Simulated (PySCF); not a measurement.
**Excited states of Sn⁴⁺ (tin, charge +4)**

Ground state [Kr] 4d10, ¹S. All numbers are calculated (PySCF 2.14, scalar relativity through the core potential, in aug-cc-pVQZ-PP with ECP28MDF (7s7p5d3f2g, 92 functions)). Vertical excitation energies in eV without spin-orbit coupling; excited terms of each kind are numbered among those the solver found. Frozen: 4s2 4p6.

```json
{"term": "1 3D", "leading excitation": "4d → s", "EOM-EE-CCSD": "23.099"}
{"term": "1 1D", "leading excitation": "4d → s", "EOM-EE-CCSD": "23.830"}
{"term": "1 3P°", "leading excitation": "4d → p", "EOM-EE-CCSD": "32.713"}
{"term": "1 3F°", "leading excitation": "4d → p", "EOM-EE-CCSD": "33.244"}
{"term": "1 1F°", "leading excitation": "4d → p", "EOM-EE-CCSD": "33.634"}
{"term": "1 1D°", "leading excitation": "4d → p", "EOM-EE-CCSD": "34.180"}
{"term": "1 3D°", "leading excitation": "4d → p", "EOM-EE-CCSD": "34.209"}
{"term": "1 1P°", "leading excitation": "4d → p", "EOM-EE-CCSD": "34.254"}
{"term": "1 3G", "leading excitation": "4d → d", "EOM-EE-CCSD": "46.825"}
{"term": "1 1G", "leading excitation": "4d → d", "EOM-EE-CCSD": "46.974"}
{"term": "2 3D", "leading excitation": "4d → d", "EOM-EE-CCSD": "47.086"}
{"term": "1 1F", "leading excitation": "4d → d", "EOM-EE-CCSD": "47.384"}
```

The spin-orbit splitting of the hole, absent here, rivals or exceeds the spacing of these terms, so the LS terms are model states.

The solver can miss terms.
